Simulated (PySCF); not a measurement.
Isomers of C5H11NOSi2, mass 157.038 u with the commonest isotopes. Theory: PBE0/pcSseg-1 in PySCF (dipole) on a GFN2-xTB geometry, gas phase. One conformer each, none proved a minimum here; rigid rotors.

Question: Order these by dipole moment, largest first.
A. `[CH3:1][SiH2:2][NH:3][SiH2:4][c:5]1[cH:6][cH:7][cH:8][o:9]1` with C1–Si2–N3–Si4 176°, Si2–N3–Si4–C5 176°, N3–Si4–C5–C6 -177°
B. `[CH2:1]=[CH:2][CH2:3][C@H:4]([C:5]#[N:6])[O:7][SiH2:8][SiH3:9]` with C1–C2–C3–C4 117°, C2–C3–C4–C5 -168°, C3–C4–O7–Si8 -145°, C4–O7–Si8–Si9 176°
C. `[CH2:1]=[C:2]([CH3:3])[CH2:4][O:5][Si@@H:6]([SiH3:7])[C:8]#[N:9]` with C1–C2–C4–O5 0°, C2–C4–O5–Si6 151°, C4–O5–Si6–Si7 -168°
D. `[N:1]#[C:2][C@@H:3]1[CH2:4][O:5][SiH2:6][CH2:7][CH2:8][SiH2:9]1` with C2–C3–C4–O5 -82°, C3–C4–O5–Si6 46°, C4–O5–Si6–C7 -89°, O5–Si6–C7–C8 61°
E. `[N:1]#[C:2][SiH2:3][CH2:4][C:5](=[O:6])[CH2:7][CH2:8][SiH3:9]` with C2–Si3–C4–C5 -178°, Si3–C4–C5–O6 -3°, C4–C5–C7–C8 -158°, C5–C7–C8–Si9 -46°

Answer: E (4.00 D), B (3.49 D), C (3.19 D), D (3.00 D), A (1.40 D).

Question: Order these by radius of gyration √(Σ m r²/M), largest first.
A. `[N:1]#[C:2][SiH2:3][CH2:4][C:5](=[O:6])[CH2:7][CH2:8][SiH3:9]` with C2–Si3–C4–C5 -178°, Si3–C4–C5–O6 -3°, C4–C5–C7–C8 -158°, C5–C7–C8–Si9 -46°
B. `[CH3:1][SiH2:2][NH:3][SiH2:4][c:5]1[cH:6][cH:7][cH:8][o:9]1` with C1–Si2–N3–Si4 176°, Si2–N3–Si4–C5 176°, N3–Si4–C5–C6 -177°
C. `[CH2:1]=[CH:2][CH2:3][C@H:4]([C:5]#[N:6])[O:7][SiH2:8][SiH3:9]` with C1–C2–C3–C4 117°, C2–C3–C4–C5 -168°, C3–C4–O7–Si8 -145°, C4–O7–Si8–Si9 176°
D. `[CH:1]#[C:2][Si@@H:3]([SiH2:4][NH2:5])[C@@H:6]([CH3:7])[CH:8]=[O:9]` with C2–Si3–Si4–N5 60°, Si3–Si4–N5–H -174° and 46°, C2–Si3–C6–C7 178°, Si3–C6–C8–O9 -90°
E. `[CH2:1]=[C:2]([CH3:3])[CH2:4][O:5][Si@@H:6]([SiH3:7])[C:8]#[N:9]` with C1–C2–C4–O5 0°, C2–C4–O5–Si6 151°, C4–O5–Si6–Si7 -168°
F. `[N:1]#[C:2][C@@H:3]1[CH2:4][O:5][SiH2:6][CH2:7][CH2:8][SiH2:9]1` with C2–C3–C4–O5 -82°, C3–C4–O5–Si6 46°, C4–O5–Si6–C7 -89°, O5–Si6–C7–C8 61°

Answer: A (2.813 Å), B (2.701 Å), C (2.623 Å), E (2.589 Å), D (2.241 Å), F (2.058 Å).

Question: Order these by rotational constant B, smallest first.
A. `[CH2:1]=[C:2]([CH3:3])[CH2:4][O:5][Si@@H:6]([SiH3:7])[C:8]#[N:9]` with C1–C2–C4–O5 0°, C2–C4–O5–Si6 151°, C4–O5–Si6–Si7 -168°
B. `[N:1]#[C:2][SiH2:3][CH2:4][C:5](=[O:6])[CH2:7][CH2:8][SiH3:9]` with C2–Si3–C4–C5 -178°, Si3–C4–C5–O6 -3°, C4–C5–C7–C8 -158°, C5–C7–C8–Si9 -46°
C. `[N:1]#[C:2][C@@H:3]1[CH2:4][O:5][SiH2:6][CH2:7][CH2:8][SiH2:9]1` with C2–C3–C4–O5 -82°, C3–C4–O5–Si6 46°, C4–O5–Si6–C7 -89°, O5–Si6–C7–C8 61°
D. `[CH:1]#[C:2][Si@@H:3]([SiH2:4][NH2:5])[C@@H:6]([CH3:7])[CH:8]=[O:9]` with C2–Si3–Si4–N5 60°, Si3–Si4–N5–H -174° and 46°, C2–Si3–C6–C7 178°, Si3–C6–C8–O9 -90°
E. `[CH3:1][SiH2:2][NH:3][SiH2:4][c:5]1[cH:6][cH:7][cH:8][o:9]1` with C1–Si2–N3–Si4 176°, Si2–N3–Si4–C5 176°, N3–Si4–C5–C6 -177°
F. `[CH2:1]=[CH:2][CH2:3][C@H:4]([C:5]#[N:6])[O:7][SiH2:8][SiH3:9]` with C1–C2–C3–C4 117°, C2–C3–C4–C5 -168°, C3–C4–O7–Si8 -145°, C4–O7–Si8–Si9 176°

Answer: B (449.9 MHz), E (511.6 MHz), A (639.1 MHz), F (667.3 MHz), D (1047 MHz), C (1153 MHz).

| SMILES | point group | Ia (u·Å²) | Ib (u·Å²) | Ic (u·Å²) | κ | μa (D) | μb (D) | μc (D) |
| --- | --- | --- | --- | --- | --- | --- | --- | --- |
| C=C(C)CO[Si@@H]([SiH3])C#N | C1 | 325.76 | 790.74 | 989.49 | -0.75 | 1.18 | 2.25 | 1.93 |
| C[SiH2]N[SiH2]c1ccco1 | near Cs | 165.31 | 987.83 | 1137.82 | -0.95 | 0.81 | 1.14 | 0.01 |
| C=CC[C@H](C#N)O[SiH2][SiH3] | C1 | 379.12 | 757.37 | 1024.85 | -0.59 | 0.04 | 3.30 | 1.13 |
| N#C[C@@H]1CO[SiH2]CC[SiH2]1 | C1 | 367.87 | 438.18 | 523.55 | -0.08 | 0.47 | 1.39 | 2.61 |
| C#C[Si@@H]([SiH2]N)[C@@H](C)C=O | C1 | 457.73 | 482.78 | 637.23 | 0.63 | 0.77 | 0.56 | 0.90 |
| N#C[SiH2]CC(=O)CC[SiH3] | C1 | 135.33 | 1123.23 | 1227.52 | -0.98 | 3.10 | 2.53 | 0.16 |
